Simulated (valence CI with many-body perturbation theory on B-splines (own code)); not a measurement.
Values are calculated unless marked as measured or tabulated.
**Nb20+ in three bases**

Method: relativistic CI+MBPT: three valence electrons over a frozen Dirac-Fock core [Ar], radial functions for each j: 7 s, 7 p, 8 d, 6 f, 4 g, 1 h, with the one-electron correlation potential Σ1, the two-electron term Σ2, the three-electron term Σ3, Breit, model QED; selected CI, second order for the rest, scaled by the run's own slope (own B-spline code, finite nucleus).

No measured spectrum was set against this ion. As an estimate, terms of the open shell hold to 2 to 4 % of their energy, and close levels can change places. Only levels of the ground parity were solved; by the run's estimate the other parity begins above the list, which can be wrong where configurations are misplaced.

The reference run has the lowest level 3d3 4F_3/2 and an ionisation energy of 877.088 eV. Its largest variational space holds 4838 state functions.

Names give the largest LS component (configuration and term), which can be under half, so a name can repeat, a term be missing and a line seem to break the LS rules; names also repeat where a configuration has a term twice. Letters in brackets count levels of one name in rising energy.

Changed runs:
A. basis 6 s, 6 p, 5 d, 5 f, 1 g
B. basis 5 s, 5 p, 4 d, 4 f

Excitation energies of the reference run in cm⁻¹, and shifts in cm⁻¹:

```
                 Level  Reference       A       B
            3d3 4F_5/2      14436     -38     -59
            3d3 4F_7/2      28286     -30     -39
            3d3 4F_9/2      40062     +21     +59
            3d3 4P_3/2      55993    +291    +574
            3d3 4P_1/2      61486    +211    +445
            3d3 2G_7/2      75002    +335    +664
            3d3 2H_9/2      78557    +313    +692
            3d3 4P_5/2      81650    +152    +326
        3d3 2D_3/2 [a]      92410    +347    +620
            3d3 2P_1/2      98830    +466    +933
           3d3 2H_11/2     107533    +387    +904
        3d3 2D_5/2 [a]     113910    +449    +771
Ionisation energy (eV)    877.088  -0.047  -0.059
```
